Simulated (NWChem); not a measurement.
# C2H5ClSi; SMILES C=C[SiH2]Cl

```xyz
9

Si    -0.7178    -0.0474    -0.0962
Cl     0.4084    -1.7463     0.3029
C      0.3999     1.3997    -0.4338
C      0.3964     2.5013     0.3265
H     -1.5646     0.2519     1.0932
H     -1.5706    -0.3684    -1.2758
H      1.0833     1.3544    -1.2917
H      1.0481     3.3565     0.1151
H     -0.2592     2.6007     1.1995
```
Atoms are numbered in this order, from 1.

Level: PBE0/def2-SVP (NWChem), optimised geometry, unscaled harmonic frequencies. 

```csv
frequency (cm⁻¹),IR intensity (km/mol)
80,0.1
175,2.9
273,0.2
480,4.1
563,76.6
610,54.7
705,22.2
743,11.5
879,288.0
944,104.1
1002,34.4
1012,12.3
1040,8.9
1272,1.2
1420,20.0
1686,12.4
2248,85.2
2255,110.2
3142,8.6
3169,0.6
3239,4.0
```

```yaml
zero_point_energy: 38.5 kcal/mol
thermal correction to the enthalpy at 298.15 K (with zero-point energy): 42.6 kcal/mol
heat capacity Cv: 18.9 cal/(mol K)
entropy at 298.15 K and 1 atm (symmetry number 1): 76.4 cal/(mol K)
dipole_moment: 2.02 D
```

Rigid rotor and harmonic oscillator; modes under 100 cm⁻¹ make the entropy uncertain.
